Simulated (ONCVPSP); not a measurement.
# Plane-wave convergence, ONCV potential for carbon (C)

```json
{"Element": "carbon", "Generator": "ONCVPSP 4.0.1", "Type": "optimised norm-conserving Vanderbilt (ONCV)", "Functional": "PBE", "Relativity": "scalar-relativistic", "Frozen core": "[He]", "Valence charge": "4", "Reference configuration": "2s2 2p1.5 (charge +0.5)", "Partial waves": "2s: rc 1.00 bohr, ncon 4, nbas 7, qcut 8.5 1/bohr, 3 projectors, debl 3.5 Ha; 2p: rc 2.45 bohr, ncon 4, nbas 8, qcut 6 1/bohr, 3 projectors, debl 2.8 Ha", "Local potential": "polynomial inside 0.70 bohr (lpopt 3, dvloc0 -1 Ha)", "Core correction": "Teter function fitted to the true core (icmod 2), fcfact 0.6"}
```

For each optimised wave give the share of its norm inside rc, the residual kinetic energy above qcut (Ha) and the cutoffs (Ha) for errors of 10, 1, 0.1 and 0.01 mHa per electron.

| wave | norm inside rc | residual KE | 10 mHa | 1 mHa | 0.1 mHa | 0.01 mHa |
| --- | --- | --- | --- | --- | --- | --- |
| 2s | 0.219 | 6.4e-06 | 14.0 | 21.6 | 27.7 | 33.7 |
| s projector 2 | 0.070 | 8.9e-04 | 14.7 | 27.4 | 151.3 | 180.3 |
| s projector 3 | 0.047 | 1.2e-03 | 20.2 | 65.8 | 222.4 | 254.9 |
| 2p | 0.848 | 1.7e-07 | 8.4 | 11.3 | 13.5 | 15.3 |
| p projector 2 | 0.198 | 2.0e-05 | 11.7 | 14.3 | 16.5 | 22.8 |
| p projector 3 | 0.194 | 2.2e-03 | 15.6 | 20.8 | 50.7 | 59.0 |

The occupied waves need 22 Ha and 28 Ha for 1 and 0.1 mHa. Note: ghosts flagged at negative energy: s at -207.3 eV; GHOST(+) flags only above 600 eV. A true bound ghost makes a file unfit for plane-wave use. Its largest configuration-test error is +931 meV.
